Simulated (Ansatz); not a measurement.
Born–Oppenheimer molecular dynamics of C3H10O3Si (17 atoms, charge 0, multiplicity 1). It starts from a relaxed structure.

These are results of RKS B3LYP-D4/6-31G (Ansatz 0.2.0), not measurements.

* ensemble: NVE (velocity Verlet)
* time step: 1 fs
* steps asked: 122
* starting velocities drawn for: 1500 K
* masses: H 3.016 u
* seed: 51215

First frame:

```xyz
17
Properties=species:S:1:pos:R:3
Si -0.266 0.077 -0.009
O 0.360 0.136 1.593
H -0.181 0.166 2.395
O 1.052 -0.461 -0.944
C 2.173 -1.273 -0.513
H 1.921 -2.338 -0.588
H 3.006 -1.056 -1.184
H 2.455 -1.039 0.518
C -0.889 1.708 -0.681
H -1.809 2.011 -0.172
H -0.134 2.487 -0.552
H -1.105 1.601 -1.748
O -1.583 -1.021 -0.066
C -1.482 -2.467 -0.064
H -1.010 -2.832 0.858
H -2.498 -2.861 -0.126
H -0.903 -2.818 -0.926
```

(1) How far do the bonds stretch over the last three quarters of this one trajectory? (Pairs bonded in most of those frames.)

Answers

(1) 
| bond | mean (Å) | spread (Å) | shortest | longest |
| --- | --- | --- | --- | --- |
| Si1–O2 | 1.727 | 0.071 | 1.60 | 1.85 |
| Si1–O4 | 1.727 | 0.054 | 1.64 | 1.82 |
| Si1–C9 | 1.878 | 0.036 | 1.82 | 1.95 |
| Si1–O13 | 1.740 | 0.061 | 1.64 | 1.85 |
| O2–H3 | 0.974 | 0.035 | 0.90 | 1.03 |
| O4–C5 | 1.463 | 0.043 | 1.38 | 1.54 |
| C5–H6 | 1.127 | 0.090 | 0.98 | 1.26 |
| C5–H7 | 1.098 | 0.048 | 1.00 | 1.20 |
| C5–H8 | 1.096 | 0.028 | 1.04 | 1.15 |
| C9–H10 | 1.104 | 0.048 | 1.02 | 1.18 |
| C9–H11 | 1.100 | 0.043 | 1.03 | 1.16 |
| C9–H12 | 1.101 | 0.047 | 1.02 | 1.19 |
| O13–C14 | 1.478 | 0.077 | 1.34 | 1.63 |
| C14–H15 | 1.098 | 0.028 | 1.04 | 1.15 |
| C14–H16 | 1.102 | 0.038 | 1.04 | 1.16 |
| C14–H17 | 1.116 | 0.056 | 1.02 | 1.21 |

Mean temperature of the second half: 801 K. The conserved energy stayed within 1.8 meV per atom of its start (net change 0.87 meV per atom), so the integration is sound. Over the second half the temperature averaged 0.53 of the 1500 K drawn at the start: a run that starts near a minimum puts about half its kinetic energy into the potential. A run of 0.12 ps of so small a system gives no equilibrium averages. Limits of this set-up: no polarisation functions.

Run time: 16 min on 1 thread of Arm Neoverse V2, on a shared host, peak memory 0.22 GiB.
